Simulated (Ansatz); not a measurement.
Reaction (formal exchange of groups at the Si–S bond): `C=C(O)S[SiH3]` + `C[CH2][AlH][AlH2]` → `C[CH]([SiH3])[AlH][AlH2]` + `C=C(O)S`

Gas-phase electronic energies from Ansatz, PBE0-D4/def2-TZVP geometries. CCSD(T)/CBS is the MP2 limit (def2-TZVPP, def2-QZVPP) plus CCSD(T) − MP2 in def2-TZVPP, frozen cores. DFT in def2-TZVPP. One conformer a species, not always the lowest.

Problem. Is it downhill or uphill in electronic energy at CCSD(T)/CBS, and by how much? (An estimate is asked.)

Solution. The calculation gave: Uphill: ΔE = +48.6 kJ/mol.

Problem. What do these levels give: PBE0-D4, B2PLYP, PBE0, HF/def2-TZVPP, HF/def2-QZVPP, MP2/def2-QZVPP? (An estimate is asked.)

Solution. Ansatz gave: PBE0-D4 49.6, B2PLYP 50.8, PBE0 50.7, HF/def2-TZVPP 54.6, HF/def2-QZVPP 54.4, MP2/def2-QZVPP 50.4 kJ/mol.

Largest T1 diagnostic among the species: 0.012.

In def2-TZVPP, CCSD(T) changes the Hartree–Fock value by −8.9 kJ/mol (the triples alone add −0.5 kJ/mol) and MP2 by −5.8 kJ/mol.
